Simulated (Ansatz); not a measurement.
Computed with Ansatz on PBE0-D4/def2-TZVP structures; ΔE is electronic, products minus reactants. CBS: MP2 limit from def2 TZ/QZ plus the TZ coupled-cluster correction, frozen cores. Functionals use def2-TZVPP. HSE06 is defined as in plane-wave codes. Elements past krypton have def2 core potentials. For Br, Hf outer-core shells are correlated without core-valence functions, which leaves a few kJ/mol of doubt a bond. Scalar relativity is left out up to krypton. Each species was taken in one conformer, which may not be the lowest.

`[F][Hf]([F])([Cl])[c]1ccccc1` + Br₂ → `[F][Hf]([F])([Cl])[Br]` + `Brc1ccccc1`  (formal exchange of groups at the Hf–C bond)

| level | ΔE (kcal/mol) |
| --- | --- |
| PBE-D4 | -53.7 |
| r2SCANh-D4 | -58.2 |
| HSE06 | -56.2 |
| BHLYP | -56.6 |

Problem. What does CCSD(T)/CBS give? (Estimate.)

Solution. Ansatz gave: -56.1 kcal/mol. The listed levels differ from it by 2.4, -2.1, -0.1, -0.5 kcal/mol.

Largest T1 diagnostic among the species: 0.014.

From PBE to PBE0 (25 % exact exchange), in def2-TZVPP and without D4, ΔE moves by −2.2 kcal/mol. At CCSD(T), def2-SVP lies +1.4 kcal/mol from the extrapolated value and def2-TZVPP −0.8 kcal/mol. Leaving LDA and LC-ωPBE aside and taking each functional with its dispersion term where it has one, the values, not all of them listed here, spread over 7.8 kcal/mol, from PBE-QIDH to BLYP-D4. LDA lies −3.1 kcal/mol from PBE without D4.
